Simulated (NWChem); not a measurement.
Molecule: CH5BrGe; SMILES [GeH2]([CH3])[Br]

This build's default masses of Se (78.918 u) and Br (79.917 u) are each other's, which moves their modes by up to 0.6 %.

Q: Give the equilibrium geometry at PBE-D3(BJ)/def2-SVP (NWChem) as a list of bonds and angles, with the point group.

A: point group Cs; any orientation.
Bonded distances (Å): Ge1–C2 1.958, Ge1–Br3 2.340, Ge1–H4 1.552, Ge1–H5 1.552, C2–H6 1.106, C2–H7 1.108, C2–H8 1.106. Angles (°): C2–Ge1–Br3 108.0, C2–Ge1–H4 112.4, C2–Ge1–H5 112.4, Br3–Ge1–H4 106.6, Br3–Ge1–H5 106.6, H4–Ge1–H5 110.6, Ge1–C2–H6 109.9, Ge1–C2–H7 109.7, Ge1–C2–H8 109.9, H6–C2–H7 109.2, H6–C2–H8 109.0, H7–C2–H8 109.2.
